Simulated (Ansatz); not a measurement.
CrCl₃, 4 atoms. Hardware: 2 threads of Intel Xeon 6975P-C on a shared host.

Correlated methods freeze 20 core orbitals; core or outer-core shells of Cr are correlated, in sets that lack core-valence functions.

Question: How many basis functions does each of these Ansatz runs have, and roughly what does it cost? CCSD(T)/def2-SVP, charge 0 sextet, energy, from earlier orbitals; revPBE-D4/def2-TZVP, charge 0 quartet, energy, from earlier orbitals; PBE-D4/def2-TZVP, charge 0 doublet, energy and forces, from earlier orbitals; PBE0-D4/def2-SVP, charge -1 singlet at the geometry of the charge 0 doublet, energy with a search over starts; MP2/def2-TZVP, charge 0 sextet, energy, from earlier orbitals; HF/def2-TZVP, charge 1 singlet at the geometry of the charge 0 doublet, energy, from earlier orbitals; PBE-D4/def2-TZVP, charge 1 singlet, energy, from earlier orbitals; PBE-D4/def2-TZVPD, charge 0 doublet, energy, from earlier orbitals; HSE06-D4/def2-TZVP, charge 0 quartet, energy, from earlier orbitals; PBE0-D4/def2-TZVP, charge 0 doublet, energy and forces, from earlier orbitals; PBE0-D4/def2-SVP, charge 0 doublet, energy, from earlier orbitals; CAM-B3LYP-D4/def2-TZVP, charge 0 sextet, energy, from earlier orbitals.

Answer: Other jobs shared the machine, so times can vary by a factor of up to 3. A dash marks memory too small to be measured apart from the calling script's.

```
                                                                                                          run  functions  fitting or Cholesky vectors  wall time  peak host memory (GiB)
                                            PBE-D4/def2-TZVP, charge 1 singlet, energy, from earlier orbitals        156                         1197      1.4 s                       –
                                         revPBE-D4/def2-TZVP, charge 0 quartet, energy, from earlier orbitals        156                         1197      2.5 s                       –
PBE0-D4/def2-SVP, charge -1 singlet at the geometry of the charge 0 doublet, energy with a search over starts         85                          832      3.4 s                       –
                                                MP2/def2-TZVP, charge 0 sextet, energy, from earlier orbitals        156                         1052      3.7 s                       –
                                            PBE0-D4/def2-SVP, charge 0 doublet, energy, from earlier orbitals         85                          832      3.8 s                       –
        HF/def2-TZVP, charge 1 singlet at the geometry of the charge 0 doublet, energy, from earlier orbitals        156                         1538      4.3 s                    0.59
                                             CCSD(T)/def2-SVP, charge 0 sextet, energy, from earlier orbitals         85                          836      4.9 s                       –
                                          HSE06-D4/def2-TZVP, charge 0 quartet, energy, from earlier orbitals        156                         1293      5.5 s                    0.64
                                 PBE-D4/def2-TZVP, charge 0 doublet, energy and forces, from earlier orbitals        156                         1197        6 s                       –
                                       CAM-B3LYP-D4/def2-TZVP, charge 0 sextet, energy, from earlier orbitals        156                         1052        7 s                    0.57
                                           PBE-D4/def2-TZVPD, charge 0 doublet, energy, from earlier orbitals        186                         1282        8 s                       –
                                PBE0-D4/def2-TZVP, charge 0 doublet, energy and forces, from earlier orbitals        156                         1293       13 s                    0.91
```
